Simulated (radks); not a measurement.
Task: Radial electron density D(r) = 4 pi r^2 rho(r) of an atom or ion with 26 electrons. All-electron calculation, Dirac Kohn-Sham, exchange-only PBE, spin-unpolarised, spherical densities, finite nucleus; Fermi nuclear charge, rms radius of each element as measured or else 0.836 A^(1/3) + 0.57 fm. Program: a radial shooting solver on a logarithmic mesh with Libxc functionals.

r (bohr)  D(r) (e/bohr)
0.003701          2.330
0.004743          3.572
0.006029          5.317
0.007665          7.762
0.009822          11.18
0.01249           15.42
0.01587           20.43
0.02034           25.93
0.02586           30.65
0.03314           33.66
0.04212           33.78
0.05355           31.25
0.06862           27.87
0.08724           27.01
0.1109            30.45
0.1421            36.28
0.1807            38.23
0.2315            32.20
0.2943            22.15
0.3741            16.24
0.4794            17.70
0.6095            20.41
0.781             18.03
0.9929            11.79
1.262             5.974
1.617             2.434
2.056            0.8828
2.614            0.2647
3.35            0.05385

What is the nuclear charge?

Result: Z = 28. The innermost maximum, from 1s, lies near gamma/Z bohr with gamma = sqrt(1 - (Z/c)^2) = 0.979, here 0.035 bohr (found: 0.0377), and its height grows with Z. The density is that of the nickel ion Ni2+ in [Ar] 3d8; the configuration itself is not fixed sharply by these data, and Z only to about a unit. D(r) has 3 maxima, at r = 0.0377, 0.172, 0.629 bohr, and minima at 0.0818, 0.396 bohr, inside which lie 2.12, 10.77 electrons.
